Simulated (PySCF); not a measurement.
## Molecular orbitals of SbF

r²SCAN at R = 1.925 Å; PySCF, scalar-relativistic core potentials, basis sets Sb def2-TZVPP with ECP28, F def2-TZVPP. State: ³Σ⁻ (triplet), unpaired electrons π ↑↑. Only the outer orbitals are listed, counted within each symmetry, core potentials removing the inner ones.

| spin | orbital | occ. | ε (eV) | on Sb (%) | main shells (%) |
| --- | --- | --- | --- | --- | --- |
| α | 5σ | 1 | -29.79 | 8 | 92 F s |
| α | 6σ | 1 | -14.62 | 79 | 78 Sb s, 18 F p |
| α | 7σ | 1 | -10.17 | 36 | 64 F p, 18 Sb s, 17 Sb p |
| α | 3π | 1 | -10.02 | 10 | 90 F p, 8 Sb p |
| α | 3π | 1 | -10.02 | 10 | 90 F p, 8 Sb p |
| α | 4π | 1 | -5.63 | 93 | 92 Sb p |
| α | 4π | 1 | -5.63 | 93 | 92 Sb p |
| α | 8σ | 0 | -2.33 | 94 | 82 Sb p, 9 F p |
| α | 5π | 0 | 3.63 | 100 | 98 Sb p |
| α | 5π | 0 | 3.63 | 100 | 98 Sb p |
| β | 5σ | 1 | -29.56 | 8 | 92 F s |
| β | 6σ | 1 | -13.37 | 65 | 64 Sb s, 33 F p |
| β | 3π | 1 | -9.65 | 7 | 93 F p |
| β | 3π | 1 | -9.65 | 7 | 93 F p |
| β | 7σ | 1 | -9.64 | 50 | 50 F p, 32 Sb s, 17 Sb p |
| β | 4π | 0 | -3.23 | 96 | 96 Sb p |
| β | 4π | 0 | -3.23 | 96 | 96 Sb p |
| β | 8σ | 0 | -1.40 | 95 | 83 Sb p, 8 F p |

Q: Which are the highest filled and the lowest empty level, where do they sit, and how wide is the gap?

A: Highest filled α 4π at -5.63 eV (in %: 92 Sb p); lowest empty β 4π at -3.23 eV (in %: 96 Sb p); the gap at r²SCAN is 2.40 eV. Both belong to one degenerate shell, split only by its one-sided filling, so this is no excitation gap.

- bond order (Mayer): 0.87
- ⟨S²⟩: 2.007
- charge on Sb (Mulliken, basis-dependent): 0.44
- charge on Sb (Löwdin, basis-dependent): 0.30
- dipole moment (positive dipole means Sb(−)F(+)): -2.29 D

Spin–orbit coupling is left out. The state is the lowest determinant that a PBE0 search found; another state may lie lower at other levels.
